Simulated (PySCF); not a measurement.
Q: What does the PBE0-D3(BJ)/def2-SVP structure of SiH3TePF2 (`FP(F)[Te][SiH3]`) look like in three dimensions?

A: 
```xyz
8
F2H3PSiTe angstrom
F      2.6241   -1.4660    0.6713
P      1.7835   -0.0934    0.6478
F      2.9591    0.8278    0.0468
Te     0.4227   -0.4584   -1.4253
Si    -1.6279    0.1941   -0.1315
H     -1.4063    1.5012    0.5537
H     -1.9837   -0.8410    0.8820
H     -2.7168    0.3165   -1.1419
```

Any rigid rotation of these coordinates is as good. Atoms count from 1 in this order. Si5 (SiH3 silicon) is distorted tetrahedral (angles from 105.6° to 111.4°). P2 (three-coordinate phosphorus) is pyramidal (angles 99.9°, 99.8° and 96.4°, sum 296.2°, 0.88 Å off the plane of its three neighbours).

Bonds between heavy atoms (Å): F1–P2 1.610, P2–F3 1.610, P2–Te4 2.507, Te4–Si5 2.511.

Computed with PBE0-D3(BJ)/def2-SVP geometry optimisation, gas phase, def2 core potentials past Kr (PySCF).

Point group: near Cs, missed by 0.32 Å at most; the miss may be what the optimiser left on a soft mode. No PBE0-D3(BJ)/def2-SVP frequencies stand behind this structure, so it isn't proved a minimum. One conformer, not necessarily the lowest (F1–P2–Te4–Si5 131°).
